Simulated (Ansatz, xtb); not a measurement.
**Two structures of CH2BeSi**

Structure X is `[BeH][CH]=[Si]`, a singlet and structure Y is a singlet given by its coordinates. Both are isolated molecules in the gas phase, relaxed with B3LYP-D4/def2-TZVP.

X (Å):

```yaml
atoms:
  - { symbol: C, position_ang: [-1.1313, 0.4726, -0.7760] }
  - { symbol: Be, position_ang: [-0.2352, -0.7663, -0.1247] }
  - { symbol: Si, position_ang: [-0.4212, 1.9438, -0.3859] }
  - { symbol: H, position_ang: [0.4713, -1.7655, 0.3900] }
  - { symbol: H, position_ang: [-1.9815, 0.0570, -1.3123] }
```

Y (Å):

```json
{"atom": "C", "x (Å)": "-0.8585", "y (Å)": "-0.1566", "z (Å)": "-0.5080"}
{"atom": "Be", "x (Å)": "-0.5692", "y (Å)": "-0.6457", "z (Å)": "1.0238"}
{"atom": "Si", "x (Å)": "-0.5503", "y (Å)": "0.8237", "z (Å)": "-1.7846"}
{"atom": "H", "x (Å)": "-0.3690", "y (Å)": "-1.0767", "z (Å)": "2.2632"}
{"atom": "H", "x (Å)": "-1.0026", "y (Å)": "1.0668", "z (Å)": "-3.1695"}
```

Close contacts (Å): C1–Be2 1.63, C1–Si3 1.64, Be2–H4 1.33, Si3–H5 1.48.

**Question.** Estimate which is lower in electronic energy at CCSD(T)/def2-TZVPP, and by roughly how much.

**Answer.** The CCSD(T)/def2-TZVPP calculation puts structure X lower, by 1.604 eV.

Level by level:

| level | geometry | E(Y) − E(X) (eV) | departure from the last row (eV) | job, with rough time for the two |
| --- | --- | --- | --- | --- |
| B3LYP-D4/def2-TZVP | B3LYP-D4/def2-TZVP | +1.748 | +0.144 | optimisation, 1.8 min |
| HF/def2-TZVPP | B3LYP-D4/def2-TZVP | +2.080 | +0.476 | part of the CCSD(T) run |
| MP2/def2-TZVPP | B3LYP-D4/def2-TZVP | +1.658 | +0.054 | part of the CCSD(T) run |
| CCSD(T)/def2-TZVPP | B3LYP-D4/def2-TZVP | +1.604 |  | single point, 38 s |

None of the levels shown reverses the order. The largest departure from CCSD(T)/def2-TZVPP is that of HF/def2-TZVPP, 0.476 eV. Levels run at GFN2-xTB geometries aren't shown.

With harmonic frequencies from B3LYP-D4/def2-TZVP (ideal gas, rigid rotor, one conformer each, 298.15 K, 1 atm): on the last row, ΔE + ΔZPE = +1.529, ΔH = +1.540, ΔG = +1.537 eV.

The T1 diagnostic of structure Y is large, so the coupled-cluster value is less sure. The correlated steps freeze 6 core orbitals; the last core shell of Be is correlated, in a basis made for valence electrons. Programs: Ansatz 0.2.0; the last row on 1 thread of Intel(R) Xeon(R) Processor @ 2.50GHz (Skylake/Cascade Lake) on a shared host.
